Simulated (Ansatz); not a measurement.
thiourea (CH₄N₂S), singlet, at a GFN2-xTB geometry. Base run: B3LYP/3-21G (Ansatz, an electronic-structure program).

The Ansatz input:
Ansatz 0.2 input:
```yaml
crystal:
  periodic: [false, false, false]
  atoms:
    - {symbol: N, position_ang: [0.84063889, -1.21868002, -0.43521389]}
    - {symbol: C, position_ang: [-0.07340802, -0.30783895, -0.02671367]}
    - {symbol: N, position_ang: [-1.31379611, -0.76552040, 0.26302879]}
    - {symbol: S, position_ang: [0.30715846, 1.28807913, 0.11177703]}
    - {symbol: H, position_ang: [0.67514581, -2.20504393, -0.31991705]}
    - {symbol: H, position_ang: [1.79486212, -0.90665769, -0.49376199]}
    - {symbol: H, position_ang: [-1.60346404, -1.68788922, -0.01790421]}
    - {symbol: H, position_ang: [-2.02853056, -0.07323863, 0.40872847]}
basis:
  gaussian:
    orbitals: 3-21G.json
hamiltonian:
  xc: b3lyp
```
The basis file holds 3-21G in the JSON format of the Basis Set Exchange.

The bond that is stretched is that between atoms 5 and 1. A test that says stable can miss a lower solution.

Each row names what was changed in the base input (with any setting that the change needs).

```tsv
change	ΔE vs base (kcal/mol)	<S^2>	stability test says
base	0.000	0.000	minimum (restricted orbitals)
spin_polarized = on; lower_state_search = off	0.000	0.000	undecided (no full test)
spin_polarized = on; lower_state_search = standard	0.000	0.000	minimum
bond × 1.25	17.83	0.000	minimum (restricted orbitals)
spin_polarized = on; lower_state_search = off; bond × 1.25	17.83	0.000	undecided (no full test)
spin_polarized = on; lower_state_search = standard; bond × 1.25	17.83	0.000	minimum
bond × 1.5	48.82	0.000	minimum (restricted orbitals)
spin_polarized = on; lower_state_search = off; bond × 1.5	48.82	0.000	undecided (no full test)
spin_polarized = on; lower_state_search = standard; bond × 1.5	48.82	0.000	minimum
bond × 1.8	81.7	0.000	minimum (restricted orbitals)
spin_polarized = on; lower_state_search = off; bond × 1.8	81.7	0.000	undecided (no full test)
spin_polarized = on; lower_state_search = standard; bond × 1.8	81.5	0.113	minimum
bond × 2.2	111.9	0.000	minimum (restricted orbitals)
spin_polarized = on; lower_state_search = off; bond × 2.2	111.9	0.000	undecided (no full test)
spin_polarized = on; lower_state_search = standard; bond × 2.2	101.6	0.742	minimum
bond × 3.0	142.6	0.000	minimum (restricted orbitals)
spin_polarized = on; lower_state_search = off; bond × 3.0	108.5	1.004	undecided (no full test)
spin_polarized = on; lower_state_search = standard; bond × 3.0	108.5	1.004	minimum
```

Where a bond breaks into two radicals, a solution with restricted orbitals usually stops being the lowest and lies too high; an unrestricted one lies lower at the price of spin contamination, which <S^2> shows.
